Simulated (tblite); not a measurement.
Record of a relaxation.

C7H14Ge.
Atom-mapped SMILES: `[CH3:1][CH:2]([CH3:3])[C:4]1=[CH:5][CH2:6][GeH2:7][CH2:8]1` (hydrogens: H9, H10, H11 on C1; H12 on C2; H13, H14, H15 on C3; H16 on C5; H17, H18 on C6; H19, H20 on Ge7; H21, H22 on C8)

Computed with GFN2-xTB (tblite), gas phase: L-BFGS steps from a force-field or distance-geometry start until the largest atomic force falls under 0.01 eV/Å. 5 of its 21 geometries are shown.

Step 0: E = -653.2759 eV, largest atomic force 1.472 eV/Å
```
atom  x, y, z in Å  |  force x, y, z in eV/Å
C1     -2.201    0.070   -0.906   -0.882   0.380  -0.363
C2     -1.295   -0.690    0.042    0.487  -0.727   0.323
C3     -1.841   -0.693    1.483   -0.539   0.386   0.253
C4      0.123   -0.139    0.005   -0.144   0.945   0.474
C5      0.413    1.119    0.382   -0.455  -0.951  -0.348
C6      1.828    1.591    0.309    0.104   1.066   0.663
Ge7     2.831    0.076   -0.328    1.451  -0.238  -0.077
C8      1.260   -1.022   -0.434   -0.720  -0.946  -0.427
H9     -1.782    0.053   -1.932   -0.270   0.104   0.584
H10    -2.335    1.127   -0.579    0.153  -0.793  -0.315
H11    -3.215   -0.407   -0.936    0.823   0.420  -0.002
H12    -1.272   -1.757   -0.288    0.102   0.543   0.102
H13    -1.175   -1.249    2.167   -0.289   0.344  -0.376
H14    -2.841   -1.184    1.497    0.672   0.364   0.044
H15    -1.965    0.356    1.863    0.163  -1.008  -0.316
H16    -0.362    1.806    0.722    0.294  -0.158  -0.104
H17     2.187    1.891    1.324   -0.338   0.220  -0.747
H18     1.925    2.432   -0.401   -0.122  -0.003   0.589
H19     3.443    0.341   -1.717    0.104  -0.185   0.531
H20     3.821   -0.450    0.756   -0.183   0.235  -0.693
H21     1.351   -1.898    0.239   -0.319   0.182  -0.547
H22     1.093   -1.352   -1.485   -0.095  -0.180   0.750
```

Step 5: E = -653.5535 eV, largest atomic force 0.284 eV/Å
```
atom  x, y, z in Å  |  force x, y, z in eV/Å
C1     -2.204    0.062   -0.898   -0.186   0.144  -0.160
C2     -1.289   -0.695    0.054    0.213  -0.143  -0.058
C3     -1.847   -0.692    1.470   -0.094   0.064   0.161
C4      0.117   -0.136    0.021    0.046  -0.104  -0.084
C5      0.417    1.104    0.372   -0.004   0.216   0.098
C6      1.829    1.606    0.318    0.063   0.245   0.114
Ge7     2.864    0.069   -0.327   -0.235   0.020  -0.037
C8      1.237   -1.033   -0.438   -0.032  -0.266  -0.094
H9     -1.799    0.064   -1.904    0.105  -0.041  -0.124
H10    -2.326    1.095   -0.594    0.025   0.132   0.114
H11    -3.190   -0.392   -0.937   -0.043  -0.081   0.059
H12    -1.254   -1.734   -0.284    0.079  -0.115  -0.041
H13    -1.190   -1.225    2.145    0.154  -0.130   0.081
H14    -2.822   -1.168    1.501   -0.124  -0.067  -0.048
H15    -1.956    0.317    1.849   -0.005   0.177  -0.010
H16    -0.341    1.795    0.714    0.009   0.027  -0.004
H17     2.159    1.943    1.304   -0.106   0.054  -0.010
H18     1.907    2.466   -0.349   -0.081   0.076   0.032
H19     3.479    0.318   -1.669    0.230  -0.071   0.031
H20     3.835   -0.436    0.689    0.243  -0.045  -0.077
H21     1.305   -1.915    0.200   -0.122  -0.077   0.021
H22     1.060   -1.393   -1.454   -0.137  -0.015   0.037
```

Step 10: E = -653.5966 eV, largest atomic force 0.068 eV/Å
```
atom  x, y, z in Å  |  force x, y, z in eV/Å
C1     -2.205    0.067   -0.903    0.044  -0.036   0.037
C2     -1.282   -0.700    0.051    0.009   0.012  -0.009
C3     -1.848   -0.691    1.475    0.032  -0.004  -0.059
C4      0.122   -0.135    0.019   -0.028   0.005   0.016
C5      0.420    1.109    0.375   -0.036  -0.005  -0.007
C6      1.826    1.631    0.327   -0.004  -0.049  -0.017
Ge7     2.848    0.068   -0.327   -0.017   0.015   0.005
C8      1.223   -1.057   -0.442    0.005   0.057   0.019
H9     -1.793    0.063   -1.911   -0.018   0.004   0.022
H10    -2.318    1.100   -0.583    0.010  -0.034  -0.005
H11    -3.190   -0.398   -0.929    0.017   0.018  -0.004
H12    -1.234   -1.742   -0.288   -0.018   0.045   0.015
H13    -1.182   -1.231    2.147   -0.031   0.012  -0.001
H14    -2.827   -1.168    1.496    0.030   0.010   0.003
H15    -1.953    0.328    1.841    0.008  -0.021  -0.010
H16    -0.340    1.799    0.713   -0.045  -0.004   0.003
H17     2.137    1.976    1.314   -0.006  -0.034   0.016
H18     1.887    2.499   -0.333   -0.018  -0.027  -0.023
H19     3.535    0.296   -1.644    0.050  -0.022  -0.005
H20     3.880   -0.436    0.643    0.051  -0.017  -0.019
H21     1.267   -1.942    0.196   -0.013   0.035   0.020
H22     1.020   -1.416   -1.453   -0.021   0.039   0.003
```

Step 15: E = -653.5996 eV, largest atomic force 0.039 eV/Å
```
atom  x, y, z in Å  |  force x, y, z in eV/Å
C1     -2.202    0.064   -0.902   -0.012   0.010  -0.009
C2     -1.280   -0.700    0.050   -0.024  -0.012   0.007
C3     -1.845   -0.691    1.472   -0.012  -0.005   0.023
C4      0.120   -0.132    0.021   -0.010   0.006   0.000
C5      0.413    1.111    0.376    0.000  -0.006   0.004
C6      1.821    1.629    0.327   -0.005  -0.003  -0.002
Ge7     2.849    0.069   -0.327    0.038  -0.009   0.000
C8      1.222   -1.051   -0.439    0.005   0.011   0.002
H9     -1.794    0.063   -1.910    0.009  -0.001  -0.009
H10    -2.315    1.096   -0.580    0.005   0.016   0.005
H11    -3.187   -0.397   -0.927   -0.008  -0.008   0.005
H12    -1.235   -1.740   -0.288    0.015  -0.025  -0.009
H13    -1.185   -1.231    2.147    0.015  -0.001   0.001
H14    -2.823   -1.167    1.494   -0.015  -0.002  -0.009
H15    -1.951    0.327    1.837    0.005   0.010  -0.001
H16    -0.350    1.799    0.713    0.001   0.003  -0.004
H17     2.133    1.969    1.316    0.000   0.001  -0.003
H18     1.881    2.493   -0.337    0.005   0.003   0.003
H19     3.551    0.288   -1.642   -0.004  -0.008   0.014
H20     3.894   -0.440    0.633   -0.013   0.004  -0.020
H21     1.261   -1.934    0.201    0.004   0.008   0.003
H22     1.012   -1.406   -1.450    0.003   0.008  -0.001
```

Step 20: E = -653.5998 eV, largest atomic force 0.007 eV/Å
```
atom  x, y, z in Å  |  force x, y, z in eV/Å
C1     -2.203    0.064   -0.902   -0.003  -0.002  -0.001
C2     -1.282   -0.701    0.050    0.007   0.000  -0.001
C3     -1.846   -0.692    1.472   -0.002  -0.001  -0.001
C4      0.118   -0.132    0.021    0.006   0.002   0.001
C5      0.412    1.111    0.376    0.002   0.006  -0.001
C6      1.820    1.628    0.326   -0.003   0.005   0.003
Ge7     2.851    0.069   -0.327   -0.007   0.000  -0.001
C8      1.222   -1.049   -0.439   -0.001  -0.002  -0.001
H9     -1.794    0.062   -1.910   -0.001  -0.002   0.001
H10    -2.314    1.097   -0.580    0.001  -0.003   0.000
H11    -3.188   -0.397   -0.927   -0.004   0.003  -0.001
H12    -1.233   -1.742   -0.289   -0.001  -0.002   0.000
H13    -1.184   -1.230    2.147   -0.003  -0.002  -0.001
H14    -2.825   -1.167    1.494   -0.003   0.000   0.005
H15    -1.950    0.327    1.837    0.000  -0.002  -0.002
H16    -0.351    1.799    0.713    0.003   0.003  -0.001
H17     2.133    1.968    1.315   -0.001  -0.001  -0.003
H18     1.881    2.493   -0.337    0.001  -0.001   0.003
H19     3.552    0.287   -1.641    0.001  -0.003  -0.002
H20     3.894   -0.440    0.631    0.002  -0.004   0.001
H21     1.262   -1.932    0.202    0.003   0.002  -0.001
H22     1.012   -1.404   -1.450    0.004   0.003   0.001
```

**Question.** Summarise the path.

**Answer.** The energy falls by 7.47 kcal/mol from step 0 to step 20; nine tenths of that is first reached at step 6. It falls at every step. The largest force goes from 1.472 to 0.007 eV/Å. Among the bonds Ge7–C8 changes most, from 1.920 to 1.979 Å; the atoms move by 0.066 Å rms after alignment.

**Question.** Follow the three bonds and two angles with the largest change from start to end.

**Answer.** 
```json
{"step": "0", "E above end (kcal/mol)": "7.47", "largest force (eV/Å)": "1.472", "Ge7–C8 (Å)": "1.920", "Ge7–H20 (Å)": "1.560", "C6–Ge7 (Å)": "1.925", "H19–Ge7–H20 (°)": "115.6", "H21–C8–H22 (°)": "110.6"}
{"step": "1", "E above end (kcal/mol)": "4.04", "largest force (eV/Å)": "0.949", "Ge7–C8 (Å)": "1.951", "Ge7–H20 (Å)": "1.537", "C6–Ge7 (Å)": "1.953", "H19–Ge7–H20 (°)": "116.6", "H21–C8–H22 (°)": "111.4"}
{"step": "2", "E above end (kcal/mol)": "2.92", "largest force (eV/Å)": "0.615", "Ge7–C8 (Å)": "1.972", "Ge7–H20 (Å)": "1.515", "C6–Ge7 (Å)": "1.971", "H19–Ge7–H20 (°)": "117.0", "H21–C8–H22 (°)": "111.0"}
{"step": "3", "E above end (kcal/mol)": "2.24", "largest force (eV/Å)": "0.363", "Ge7–C8 (Å)": "1.975", "Ge7–H20 (Å)": "1.504", "C6–Ge7 (Å)": "1.973", "H19–Ge7–H20 (°)": "116.7", "H21–C8–H22 (°)": "109.9"}
{"step": "4", "E above end (kcal/mol)": "1.48", "largest force (eV/Å)": "0.389", "Ge7–C8 (Å)": "1.972", "Ge7–H20 (Å)": "1.493", "C6–Ge7 (Å)": "1.967", "H19–Ge7–H20 (°)": "115.1", "H21–C8–H22 (°)": "107.8"}
{"step": "5", "E above end (kcal/mol)": "1.07", "largest force (eV/Å)": "0.284", "Ge7–C8 (Å)": "1.968", "Ge7–H20 (Å)": "1.493", "C6–Ge7 (Å)": "1.962", "H19–Ge7–H20 (°)": "113.5", "H21–C8–H22 (°)": "106.6"}
{"step": "6", "E above end (kcal/mol)": "0.58", "largest force (eV/Å)": "0.355", "Ge7–C8 (Å)": "1.963", "Ge7–H20 (Å)": "1.497", "C6–Ge7 (Å)": "1.958", "H19–Ge7–H20 (°)": "110.7", "H21–C8–H22 (°)": "105.4"}
{"step": "7", "E above end (kcal/mol)": "0.32", "largest force (eV/Å)": "0.252", "Ge7–C8 (Å)": "1.965", "Ge7–H20 (Å)": "1.501", "C6–Ge7 (Å)": "1.961", "H19–Ge7–H20 (°)": "109.0", "H21–C8–H22 (°)": "105.3"}
{"step": "8", "E above end (kcal/mol)": "0.18", "largest force (eV/Å)": "0.141", "Ge7–C8 (Å)": "1.970", "Ge7–H20 (Å)": "1.503", "C6–Ge7 (Å)": "1.969", "H19–Ge7–H20 (°)": "108.1", "H21–C8–H22 (°)": "105.6"}
{"step": "9", "E above end (kcal/mol)": "0.11", "largest force (eV/Å)": "0.084", "Ge7–C8 (Å)": "1.976", "Ge7–H20 (Å)": "1.503", "C6–Ge7 (Å)": "1.975", "H19–Ge7–H20 (°)": "107.8", "H21–C8–H22 (°)": "106.1"}
{"step": "10", "E above end (kcal/mol)": "0.07", "largest force (eV/Å)": "0.068", "Ge7–C8 (Å)": "1.980", "Ge7–H20 (Å)": "1.503", "C6–Ge7 (Å)": "1.979", "H19–Ge7–H20 (°)": "107.6", "H21–C8–H22 (°)": "106.4"}
{"step": "11", "E above end (kcal/mol)": "0.05", "largest force (eV/Å)": "0.058", "Ge7–C8 (Å)": "1.982", "Ge7–H20 (Å)": "1.503", "C6–Ge7 (Å)": "1.980", "H19–Ge7–H20 (°)": "107.4", "H21–C8–H22 (°)": "106.5"}
{"step": "12", "E above end (kcal/mol)": "0.04", "largest force (eV/Å)": "0.064", "Ge7–C8 (Å)": "1.982", "Ge7–H20 (Å)": "1.504", "C6–Ge7 (Å)": "1.980", "H19–Ge7–H20 (°)": "107.2", "H21–C8–H22 (°)": "106.6"}
{"step": "13", "E above end (kcal/mol)": "0.02", "largest force (eV/Å)": "0.051", "Ge7–C8 (Å)": "1.981", "Ge7–H20 (Å)": "1.506", "C6–Ge7 (Å)": "1.979", "H19–Ge7–H20 (°)": "106.9", "H21–C8–H22 (°)": "106.6"}
{"step": "14", "E above end (kcal/mol)": "0.01", "largest force (eV/Å)": "0.044", "Ge7–C8 (Å)": "1.980", "Ge7–H20 (Å)": "1.507", "C6–Ge7 (Å)": "1.979", "H19–Ge7–H20 (°)": "106.6", "H21–C8–H22 (°)": "106.6"}
{"step": "15", "E above end (kcal/mol)": "0.01", "largest force (eV/Å)": "0.039", "Ge7–C8 (Å)": "1.979", "Ge7–H20 (Å)": "1.507", "C6–Ge7 (Å)": "1.979", "H19–Ge7–H20 (°)": "106.4", "H21–C8–H22 (°)": "106.7"}
{"step": "16", "E above end (kcal/mol)": "0.00", "largest force (eV/Å)": "0.025", "Ge7–C8 (Å)": "1.979", "Ge7–H20 (Å)": "1.506", "C6–Ge7 (Å)": "1.980", "H19–Ge7–H20 (°)": "106.4", "H21–C8–H22 (°)": "106.7"}
{"step": "17", "E above end (kcal/mol)": "0.00", "largest force (eV/Å)": "0.015", "Ge7–C8 (Å)": "1.979", "Ge7–H20 (Å)": "1.505", "C6–Ge7 (Å)": "1.980", "H19–Ge7–H20 (°)": "106.4", "H21–C8–H22 (°)": "106.7"}
{"step": "18", "E above end (kcal/mol)": "0.00", "largest force (eV/Å)": "0.010", "Ge7–C8 (Å)": "1.979", "Ge7–H20 (Å)": "1.505", "C6–Ge7 (Å)": "1.980", "H19–Ge7–H20 (°)": "106.4", "H21–C8–H22 (°)": "106.7"}
{"step": "19", "E above end (kcal/mol)": "0.00", "largest force (eV/Å)": "0.011", "Ge7–C8 (Å)": "1.979", "Ge7–H20 (Å)": "1.505", "C6–Ge7 (Å)": "1.980", "H19–Ge7–H20 (°)": "106.4", "H21–C8–H22 (°)": "106.7"}
{"step": "20", "E above end (kcal/mol)": "0.00", "largest force (eV/Å)": "0.007", "Ge7–C8 (Å)": "1.979", "Ge7–H20 (Å)": "1.505", "C6–Ge7 (Å)": "1.979", "H19–Ge7–H20 (°)": "106.4", "H21–C8–H22 (°)": "106.7"}
```

The cost below is that of the whole relaxation. Hardware: one thread, Arm Neoverse N1 (aarch64) (shared host). Cost: 0.29 s.
